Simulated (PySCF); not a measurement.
SnF2Cl2, SMILES [F][Sn]([F])([Cl])[Cl]. The structure is a stationary point at r2SCAN-D4/def2-SVP. The def2 effective core potentials stand for the cores of Sn; spin–orbit coupling is left out.

Computed equilibrium geometry at r2SCAN-D4/def2-SVP (PySCF confirms it by a frequency run) as bond lengths and angles, and its point group:
point group C2v.
Atoms: F1 Sn2 F3 Cl4 Cl5. Bonded distances (Å): F1–Sn2 1.916, Sn2–F3 1.916, Sn2–Cl4 2.309, Sn2–Cl5 2.309. Bond angles (°): F1–Sn2–F3 105.7, F1–Sn2–Cl4 109.4, F1–Sn2–Cl5 109.4, F3–Sn2–Cl4 109.4, F3–Sn2–Cl5 109.4, Cl4–Sn2–Cl5 113.3.
